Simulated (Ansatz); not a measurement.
Stepwise reaction of `C[CH2][AlH][CH2]C` with water, as a gas-phase model of exchange steps in deposition or etching. ΔE in kJ/mol; ΔG adds harmonic PBE0-D4 terms to CCSD(T)/CBS, at 1 bar.

Program: Ansatz. Geometries: PBE0-D4/def2-TZVP. ΔE: electronic, gas phase. CCSD(T)/CBS adds triple-zeta CCSD(T) − MP2 to the extrapolated MP2 energy (def2 sets, frozen cores). This one scheme is used for every species. Functionals use def2-TZVPP. B3LYP here is the variant with VWN-RPA as its local correlation; programs differ in this. Each species was taken in one conformer, which may not be the lowest.

```tsv
step	reaction	PBE-D4	B3LYP-D4	ωB97M-V	CCSD(T)/CBS	ΔG(500 K)
1	`C[CH2][AlH][CH2]C` + H₂O → `C[CH2][AlH][OH]` + `CC`	-152.4	-163.8	-160.6	-158.5	-150.4
```

Q: Give the row of step 2, `C[CH2][AlH][OH]` + H₂O → `[OH][AlH][OH]` + `CC`. (An estimate is asked.)

A: Computed: 
```json
{"step": "2", "reaction": "`C[CH2][AlH][OH]` + H₂O → `[OH][AlH][OH]` + `CC`", "PBE-D4": "-144.8", "B3LYP-D4": "-157.4", "ωB97M-V": "-153.6", "CCSD(T)/CBS": "-152.7", "ΔG(500 K)": "-141.7"}
```

Q: By hand: ΔE of the 2 steps together at CCSD(T)/CBS.

A: (-158.5) + (-152.7) = -311.2 kJ/mol, or -155.6 kJ/mol a step.

In ΔE each step is higher than the one before. All are downhill at CCSD(T)/CBS. ΔG lies between -150.4 and -141.7 kJ/mol a step. PBE-D4 differs from CCSD(T)/CBS by 6.1 to 7.9 kJ/mol a step. Isolated molecules leave out the surface, adducts and barriers. Largest T1 diagnostic: 0.012.
